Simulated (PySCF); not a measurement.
C₂F₆, charge +1, doublet, geometry from GFN2-xTB (a state made from the parent by changing its charge; the spin is typed, not shown lowest).

Here is a job for PySCF.
```python
from pyscf import gto, scf, dft

mol = gto.Mole()
mol.atom = '''
    F     1.39849784   -0.28302422   -1.03038222
    C     0.92116373   -0.07372652    0.14678706
    F     1.23684521    1.06373535    0.66050545
    F     1.01932272   -1.07321699    0.95224625
    C    -0.92116373    0.07372652   -0.14678706
    F    -1.01932272    1.07321699   -0.95224625
    F    -1.23684521   -1.06373535   -0.66050545
    F    -1.39849784    0.28302422    1.03038222
'''
mol.basis = 'pc-1'
mol.charge = 1
mol.spin = 1
mol.verbose = 4
mol.build()

mf = dft.UKS(mol)
mf.xc = 'b3lyp'
mf = mf.density_fit(auxbasis='def2-universal-jkfit')
mf.kernel()
```

**Question.** What does this run give for the total energy, number of basis functions, HOMO energy, Mulliken (on the basis functions themselves) charges in atom order, nuclear repulsion energy?

**Answer.** 
```
Quantity                                                                                                                                   Value
------------------------------------------------------------------  ----------------------------------------------------------------------------
total energy                                                                                                                        -674.6796 Eh
number of basis functions                                                                                                                    112
HOMO energy                                                                                                                            -16.92 eV
Mulliken (on the basis functions themselves) charges in atom order  F1 -0.11, C2 0.82, F3 -0.11, F4 -0.11, C5 0.82, F6 -0.11, F7 -0.11, F8 -0.11
nuclear repulsion energy                                                                                                             459.6336 Eh
```

These values belong to the state on which the SCF converged, which isn't shown to be the lowest.
